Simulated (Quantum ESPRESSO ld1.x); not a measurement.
Values are calculated unless marked as measured or tabulated.
Problem. Species: Mg IV. Configuration: [He] 2s2 2p(up 2.5, down 2.5) (fractional occupations, a model configuration). Level of theory: scalar-relativistic Kohn-Sham, LDA (Slater exchange, VWN5 correlation), spin-polarised, spherical densities, point nucleus (ld1.x of Quantum ESPRESSO 7.5). Some entries of the table are withheld. Estimate them.

orbital  occ.  eigenvalue (Ry)  <r> (bohr)  <1/r> (bohr^-1)
1s          2         -96.3486      0.1311              (1)
2s          2          -9.4412         (2)            2.170
2p          5              (3)         (4)              (5)

Solution. 
(1) 1s <1/r> (bohr^-1): 11.59
(2) 2s <r> (bohr): 0.6742
(3) 2p eigenvalue (Ry): -7.0786
(4) 2p <r> (bohr): 0.6417
(5) 2p <1/r> (bohr^-1): 2.061
